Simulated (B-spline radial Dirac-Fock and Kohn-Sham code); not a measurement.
## Se²⁻ in Watson spheres of different radius

Model: multi-electron Dirac-Fock with separately optimised hole states, Breit and Lamb-shift corrections added in first order. Program: an atomic code on a B-spline grid. The ion, [Ar] 3d10 4s2 4p6, sits in a hollow sphere of charge Q = +2, a simple model of the Madelung potential. Inside the sphere an electron's potential energy is lowered by the constant 14.40·|Q|/R eV, so binding energies rise by about that much as long as the orbitals stay inside.

```
radius (Å)  14.40 |Q|/R (eV)  1s (eV)  2s (eV)  2p1/2 (eV)  2p3/2 (eV)  3s (eV)  3p1/2 (eV)  3p3/2 (eV)  3d3/2 (eV)  3d5/2 (eV)  4s (eV)  4p1/2 (eV)  4p3/2 (eV)
     1.683             17.11  12660.2   1663.5      1480.0      1439.0    237.9       174.4       168.5       58.81       57.96    21.60        9.00        8.69
      1.98             14.55  12659.3   1662.5      1479.0      1438.1    236.8       173.3       167.4       57.78       56.93    20.13        7.72        7.42
     2.376             12.12  12658.1   1661.2      1477.8      1436.8    235.6       172.1       166.2       56.51       55.66    18.57        6.25        5.96
```

From the smallest to the largest radius 1s moves by -2.2 eV, while the constant potential alone would give -5.0 eV; the difference comes from charge outside the sphere and its screening.

Values without a named source are computed, but for edge energies of neutral atoms, which are taken from tables.
